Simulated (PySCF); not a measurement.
Cl3HOTi, multiplicity 1.

```xyz
6

Ti     0.0000     0.0000     0.2469
Cl    -1.7868    -1.0316    -0.4739
Cl     0.0000     2.0632    -0.4739
Cl     1.7868    -1.0316    -0.4739
O      0.0000     0.0000     1.9749
H      0.0000     0.0000     2.9391
```
Charge 0, spin multiplicity 1.

The structure is a stationary point at r2SCAN-D4/def2-SVP. The geometry has at least one imaginary mode, so it is a saddle point at that level. The spin state was assumed, not searched. The isomer is the one that the SMILES or the coordinates give; other isomers of the formula were not compared. One conformer was computed; it need not be the lowest.

Method: PBE/pcSseg-1 (PySCF). Non-relativistic, no solvent.

Task: Give the absolute GIAO shielding of each atom: isotropic value and principal components (ppm). (An estimate is asked for; the answer gives what the named calculation found.)

Result: 
| atom | σ(iso) | σ11 | σ22 | σ33 | span |
|---|---|---|---|---|---|
| Ti1 | -682.2 | -1043.7 | -501.5 | -501.5 | 542.2 |
| Cl2 | 100.7 | -429.9 | -125.2 | 857.1 | 1287.0 |
| Cl3 | 100.7 | -429.9 | -125.2 | 857.1 | 1287.0 |
| Cl4 | 100.7 | -429.9 | -125.2 | 857.1 | 1287.0 |
| O5 | -34.4 | -147.9 | -147.9 | 192.7 | 340.6 |
| H6 | 26.1 | 23.2 | 23.2 | 31.8 | 8.6 |
